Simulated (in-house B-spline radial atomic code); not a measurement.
Checks on a self-consistent run for Ni11+, 1s1 2s2 2p6 3s2 3p6. Computed with a radial B-spline atomic code at the basis-set limit: Dirac-Hartree-Fock, average of configuration, Fermi nucleus of rms radius 3.7757 fm.

```json
{"orbital": "1s1/2", "q": "1", "ε (Eh)": "-334.07426", "<1/r>": "28.2987", "<r²>": "0.00390055", "small-component weight": "0.01033"}
{"orbital": "2s1/2", "q": "2", "ε (Eh)": "-52.76250", "<1/r>": "6.389", "<r²>": "0.0659255", "small-component weight": "0.0020978"}
{"orbital": "2p1/2", "q": "2", "ε (Eh)": "-48.29770", "<1/r>": "6.29374", "<r²>": "0.0507993", "small-component weight": "0.0020431"}
{"orbital": "2p3/2", "q": "4", "ε (Eh)": "-47.55794", "<1/r>": "6.16166", "<r²>": "0.0522203", "small-component weight": "0.0020122"}
{"orbital": "3s1/2", "q": "2", "ε (Eh)": "-15.34555", "<1/r>": "2.2374", "<r²>": "0.469683", "small-component weight": "0.00057632"}
{"orbital": "3p1/2", "q": "2", "ε (Eh)": "-13.60039", "<1/r>": "2.14899", "<r²>": "0.46848", "small-component weight": "0.00053825"}
{"orbital": "3p3/2", "q": "4", "ε (Eh)": "-13.46887", "<1/r>": "2.12059", "<r²>": "0.476804", "small-component weight": "0.00053196"}
```

Electron-electron repulsion V_ee = 326.7847 hartree.

Problem. What total energy follows from the eigenvalues?

Solution. The eigenvalues count the repulsion twice, so E = Σqε - V_ee = -838.194 - 326.785 = -1164.979 hartree; the run printed -1164.979.

Problem. Does the Dirac virial theorem hold?

Solution. For a point nucleus E = -2c²Σq·w, with w the small-component weight. Here Σq·w = 0.031018 and c = 137.0360, so the ratio E/(-2c²Σq·w) is 1.000006; the finite nucleus accounts for the departure from 1.

Problem. What diamagnetic shielding (Lamb formula) and susceptibility (Langevin formula) do the radii give?

Solution. σ = (α²/3)Σq<1/r> = 95.5659/(3·137.036²) = 1696.3 ppm, and χ = -0.79199×10⁻⁶·Σq<r²> = -3.35×10⁻⁶ cm³/mol with Σq<r²> = 4.2298 bohr². Both are non-relativistic formulas without the paramagnetism of open shells.
